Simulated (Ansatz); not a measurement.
`C=C[SiH2]B(O)Cl` + H₂O → `C=C[SiH2]O` + `OBCl`  (formal hydrolysis of the Si–B bond)

Computed with Ansatz on PBE0-D4/def2-TZVP structures; ΔE is electronic, products minus reactants. CCSD(T)/CBS adds triple-zeta CCSD(T) − MP2 to the extrapolated MP2 energy (def2 sets, frozen cores). This one scheme is used for every species. DFT in def2-TZVPP. B3LYP here is the variant with VWN-RPA as its local correlation; programs differ in this. One conformer a species, not always the lowest.

| level | ΔE (kJ/mol) | difference from CCSD(T)/CBS |
| --- | --- | --- |
| r2SCAN-D4 | -116.0 | -2.4 |
| PBE0-D4 | -104.2 | 9.4 |
| B3LYP-D4 | -116.8 | -3.2 |
| ωB97M-V | -120.0 | -6.4 |
| B2PLYP | -125.7 | -12.1 |
| PBE | -103.4 | 10.2 |
| r2SCAN | -117.9 | -4.3 |
| PBE0 | -109.8 | 3.8 |
| MP2/def2-TZVPP | -121.0 | -7.4 |
| SCS-MP2/def2-TZVPP | -125.7 | -12.1 |
| CCSD(T)/def2-TZVPP | -115.7 | -2.1 |
| HF/def2-QZVPP | -148.5 | -34.9 |
| MP2/def2-QZVPP | -120.1 | -6.5 |
| SCS-MP2/def2-QZVPP | -124.9 | -11.3 |
| HF/CBS(def2) | -148.7 | -35.1 |
| CCSD/CBS(def2) | -118.3 | -4.7 |
| CCSD(T)/CBS | -113.6 | 0 |

Largest T1 diagnostic among the species: 0.013.

The D4 term adds +9.3 kJ/mol with B3LYP and +5.5 kJ/mol with PBE0; it sums over pairs of atoms, weighted by their polarisabilities, and B3LYP, whose exchange is more repulsive, gets the larger term. From PBE to PBE0 (25 % exact exchange), in def2-TZVPP and without D4, ΔE moves by −6.4 kJ/mol.
